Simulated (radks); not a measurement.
Isoelectronic series with 23 electrons, each ion in its NIST ground configuration. Method: Dirac Kohn-Sham, PBE, spin-unpolarised, spherical densities, point nucleus; open shells fill j = l - 1/2 first; computed with a radial shooting solver on a logarithmic mesh with Libxc functionals. Total energies (hartree) and orbital eigenvalues (hartree) (* marks an orbital that is empty in some or all of the ions):

ion,configuration,E (hartree),3d5/2*,4s1/2*,3d3/2,3p3/2
V,[Ar] 3d3 4s2,-949.02106,-0.18801,-0.17266,-0.19042,-1.60690
Ni5+,[Ar] 3d5,-1513.18470,-3.38265,-2.24927,-3.39465,-5.74931
As10+,[Ar] 3d5,-2220.60534,-10.01394,-6.21614,-10.05161,-13.39842
Sr15+,[Ar] 3d5,-3072.97686,-19.52755,-11.86227,-19.61651,-23.94227
Tc20+,[Ar] 3d5,-4073.32748,-31.85942,-19.18248,-32.03807,-37.33988
Cd25+,[Ar] 3d5,-5225.49112,-46.98740,-28.19959,-47.30954,-53.59089
I30+,[Ar] 3d5,-6534.12956,-64.90277,-38.95112,-65.44033,-72.70913
Ce35+,[Ar] 3d5,-8004.8375,-85.60288,-51.48657,-86.44877,-94.71636
Eu40+,[Ar] 3d5,-9644.3015,-109.0885,-65.86746,-110.3596,-119.6402
Er45+,[Ar] 3d5,-11460.5175,-135.3627,-82.16871,-137.2027,-147.5132
Ta50+,[Ar] 3d5,-13463.0848,-164.4299,-100.4809,-167.0132,-178.3727
